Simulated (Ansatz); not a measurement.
System: InBr2, charge 0, doublet. InBr2 (SMILES [Br][In][Br], doublet).
B3LYP-D3(BJ)/def2-TZVP minimum from Ansatz (a program for electronic structure):
```xyz
3

In     0.6282     0.3100     0.2149
Br    -0.7784     1.4524    -1.5685
Br    -0.1011    -1.8864     1.2676
```
Charge 0, spin multiplicity 2.

Property: atomisation energy (electronic, to ground-state atoms), in kcal/mol. Open shells are spin-unrestricted; no spin-orbit coupling. Correlated methods leave the cores frozen (noble-gas shells, and filled d and f shells in the p block). Past Kr the def2 sets carry scalar-relativistic core potentials. CBS(X,Y): correlation extrapolated as X^-3, Hartree-Fock from the larger set. A bracket is a step between two methods taken in the basis named. Where a partner has so few electrons that a lower coupled-cluster level is exact, that level stands in. Spin-orbit terms, left out, reach several kcal/mol for Br and I, and more for heavier atoms. The spin of Br2In ([Br][In][Br], doublet) was assumed, and the state is the lowest solution found for it.

CCSD(T)/CBS(def2-TZVPP,def2-QZVPP) + [CCSDT(Q) - CCSD(T)]/def2-SVP (Ansatz) gives 137.9 kcal/mol.

Task: What does PBE/def2-TZVPD (Ansatz) give here, and how do the other levels compare?

Result: PBE gives 137.2 kcal/mol, 0.7 kcal/mol below it. Differences of the others: r2SCAN/def2-TZVPD (Ansatz) 2.2; B3LYP/def2-TZVPD (Ansatz) -10.9; PBE0/def2-TZVPD (Ansatz) -3.3; wB97M-V/def2-TZVPD (Ansatz) -7.0; B2PLYP/def2-TZVPD (Ansatz) -8.1; CCSD(T)/CBS(def2-TZVPP,def2-QZVPP) (Ansatz) -0.5 kcal/mol.
